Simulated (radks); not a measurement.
Task: The mean radii <r> (bohr) of the occupied orbitals of an atom or ion are listed with their occupations. Method: Dirac Kohn-Sham, LDA (Slater exchange, Perdew-Wang correlation), spin-unpolarised, spherical densities, finite nucleus; Fermi nuclear charge, rms radius of each element as measured or else 0.836 A^(1/3) + 0.57 fm; computed with a radial shooting solver on a logarithmic mesh with Libxc functionals.

orbital  occ.      <r>
1s1/2       2  0.04706
2s1/2       2   0.2102
2p1/2       2   0.1814
2p3/2       4   0.1850
3s1/2       2   0.6253
3p1/2       2   0.6403
3p3/2       4   0.6512
3d3/2       4   0.7290
3d5/2       6   0.7342
4s1/2       2    1.933

Name the element and its charge. Open shells, if any, fill j = l - 1/2 first.

Result: Z = 32, germanium, charge +2: Ge2+ in [Ar] 3d10 4s2. The 1s radius gives Z: for a bare nucleus <r> = (2 gamma + 1)/(2Z) with gamma = sqrt(1 - (Z/c)^2), 0.04601 bohr for Z = 32, and screening makes it slightly larger (0.04706 here). The occupations add up to 30, and the charge is Z minus that.
